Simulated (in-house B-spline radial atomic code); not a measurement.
Radial electron density of Cu8+, [Ar] 3d3. Method: non-relativistic wB97X, spin-polarised, spherical fractional occupations, point nucleus. Calculated with a radial B-spline atomic code at the basis-set limit.

Caution: exact exchange at fractional occupations of open shells leaves self-interaction of up to several eV.

Columns: r (bohr), 4πr²n(r) (electrons per bohr), bar.

```
 0.00232   0.9856 #
 0.00276     1.36 ##
 0.00328    1.863 ##
  0.0039    2.541 ###
 0.00464    3.446 ####
 0.00552    4.635 #####
 0.00657    6.178 #######
 0.00781    8.125 #########
 0.00929    10.55 ############
   0.011     13.4 ###############
  0.0131    16.84 ###################
  0.0156    20.68 #######################
  0.0186    24.76 ###########################
  0.0221    28.63 ################################
  0.0263    31.97 ###################################
  0.0312    34.24 ######################################
  0.0372     35.1 #######################################
  0.0442    34.36 ######################################
  0.0526    32.34 ####################################
  0.0625    29.92 #################################
  0.0743    28.32 ###############################
  0.0884    28.73 ################################
   0.105    31.53 ###################################
   0.125    35.89 ########################################
   0.149    39.54 ############################################
   0.177    39.85 ############################################
    0.21    35.69 #######################################
    0.25    28.01 ###############################
   0.298    20.21 ######################
   0.354    15.99 ##################
   0.421    16.14 ##################
     0.5    18.42 ####################
   0.595    19.24 #####################
   0.708    16.57 ##################
   0.842    11.37 #############
       1    6.143 #######
    1.19    2.495 ###
    1.42   0.7172 #
    1.68   0.1629 
       2   0.0252 
    2.38  0.00249
```

On this grid the curve has 3 maxima, near 0.0372, 0.177, 0.595 bohr.

The 3p down radial function P(r) = rR(r), positive near the nucleus:

```
r (bohr)         P
 0.00232  0.001527
 0.00328  0.003011
 0.00464  0.005908
 0.00657   0.01152
 0.00929   0.02214
  0.0131   0.04166
  0.0186   0.07756
  0.0263    0.1388
  0.0372    0.2372
  0.0526    0.3794
  0.0743    0.5511
   0.105    0.6932
   0.149    0.6804
    0.21    0.3674
   0.298   -0.2868
   0.421    -1.003
   0.595    -1.329
   0.842    -1.041
    1.19   -0.4792
    1.68    -0.114
    2.38  -0.01071
```
